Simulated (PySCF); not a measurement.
Excitations are Tamm–Dancoff values on a coarser integration grid. The basis has no diffuse functions, so Rydberg states are missing or too high.

## H₉AlSi₃, SMILES `[SiH3][Al]([SiH3])[SiH3]` (charge 0, multiplicity 1)

All values below come from PBE-D3(BJ)/def2-TZVP // B3LYP-D3(BJ)/def2-TZVP run with PySCF.

```yaml
HOMO: -6.31 eV
dipole_moment: 0.09 D
LUMO: -3.35 eV
HOMO–LUMO gap: 2.95 eV
S1 excitation (TDA): 3.14 eV
S1 oscillator strength: 0.000
T1 excitation (TDA): 2.64 eV
S1–T1 gap (TDA): 0.51 eV
total_energy: -30360.46 eV
cost: very roughly 8 core-minutes
```

Bonded distances (Å): Si1–Al2 2.463, Si1–H5 1.487, Si1–H6 1.486, Si1–H7 1.490, Al2–Si3 2.463, Al2–Si4 2.463, Si3–H8 1.487, Si3–H9 1.487, Si3–H10 1.490, Si4–H11 1.486, Si4–H12 1.487, Si4–H13 1.490. Angles (°): Al2–Si1–H5 112.1, Al2–Si1–H6 113.4, Al2–Si1–H7 109.0, H5–Si1–H6 107.8, H5–Si1–H7 107.0, H6–Si1–H7 107.2, Si1–Al2–Si3 121.1, Si1–Al2–Si4 119.8, Si3–Al2–Si4 119.0, Al2–Si3–H8 113.3, Al2–Si3–H9 112.3, Al2–Si3–H10 108.9, H8–Si3–H9 107.7, H8–Si3–H10 107.2, H9–Si3–H10 107.1, Al2–Si4–H11 113.4, Al2–Si4–H12 112.1, Al2–Si4–H13 109.0, H11–Si4–H12 107.7, H11–Si4–H13 107.2, H12–Si4–H13 107.1.
